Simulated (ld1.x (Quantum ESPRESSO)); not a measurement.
## sulfur (S): excitation energies, all-electron against TM

| Quantity | Value |
| --- | --- |
| Element | sulfur (S) |
| Generator | ld1.x (Quantum ESPRESSO) 7.5 |
| Type | norm-conserving Troullier–Martins (Kleinman–Bylander form) |
| Functional | PBEsol |
| Relativity | non-relativistic |
| Frozen core | [Ne] |
| Valence charge | 6 |
| Reference configuration | 3s2 3p4 |
| Partial waves | 3s (bound): rc 1.50 bohr; 3p (bound): rc 1.70 bohr |
| Local potential | all-electron potential smoothed inside 1.40 bohr (lloc = -1) |
| Core correction | a·sin(br)/r model core inside 1.05 bohr |

Energies are relative to the spin-unpolarised reference configuration 3s2 3p4; without spin polarisation the order of configurations can differ from experiment.

| valence configuration | charge | ΔE all-electron (eV) | error AE − PS (meV) |
| --- | --- | --- | --- |
| 3s2 3p3 | +1 | 11.747 | +4.8 |
| 3s2 3p2 | +2 | 34.000 | +31 |
| 3s2 3p1 | +3 | 68.008 | +98 |
| 3s1 3p4 | +1 | 22.456 | +5.9 |
| 3s2 3p3.5 | +0.5 | 4.650 | +0.9 |
| 3s1 3p5 | 0 | 10.152 | -0.8 |
| 3s2 3p0 | +4 | 114.769 | +232 |

Levels in the configuration 3s2 3p3:

```json
{"level": "3s", "all-electron (eV)": "-27.435", "pseudo (eV)": "-27.420"}
{"level": "3p", "all-electron (eV)": "-16.768", "pseudo (eV)": "-16.756"}
```
